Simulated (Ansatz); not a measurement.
Series CuX2: PBE0-D4/def2-TZVP single points in Ansatz on relaxed structures, gas phase. HOMO and LUMO are taken over both spins. Binding counts from free atoms in the multiplicity of their measured ground term, without zero-point energy. The spins of the ions were chosen, not always searched. Names give formal oxidation states. The structures are stationary points that may keep the symmetry of their start. Remarks come from the PBE and PBE0 runs and from stability tests at other levels; not every state was tested. HOMO above LUMO (over both spins in singlets and doublets, within one spin in higher multiplets; at PBE or PBE0), or a gap under 0.15 eV within one spin, warns that the state may not be the lowest or that an electron is smeared out.

```
          species  atoms                          state             geometry  HOMO (eV)  LUMO (eV)  gap (eV)  vertical IE (eV)  binding per atom (eV)  point group (within 0.1 Å)                                                                 remarks
             CuF2      3  doublet; oxidised ion triplet     PBE-D4/def2-TZVP     -10.04      -6.02      4.02             12.81                   2.48                         D∞h                   near-degenerate levels, gap within one spin near zero
            CuCl2      3  doublet; oxidised ion triplet  r2SCAN-D4/def2-TZVP      -8.85      -6.18      2.67             10.94                   2.05                         D∞h  near-degenerate levels, HOMO above LUMO, gap within one spin near zero
 Cu(SH)2 (CuH2S2)      5  doublet; oxidised ion triplet    PBE0-D4/def2-TZVP      -7.12      -4.83      2.29              8.99                   2.52                         C2h                                                                       –
Cu(NH2)2 (CuN2H4)      7  doublet; oxidised ion triplet  r2SCAN-D4/def2-TZVP      -6.11      -2.88      3.23              8.12                   2.99                         D2h                                                                       –
   CuMe2 (C2H6Cu)      9  doublet; oxidised ion triplet  r2SCAN-D4/def2-TZVP      -6.62      -4.43      2.19              8.55                   3.33                           –                          HOMO above LUMO, gap within one spin near zero
```

The gap (eV) runs from 2.19 (CuMe2) to 4.02 (CuF2). The vertical IE (eV) runs from 8.12 (Cu(NH2)2) to 12.81 (CuF2).
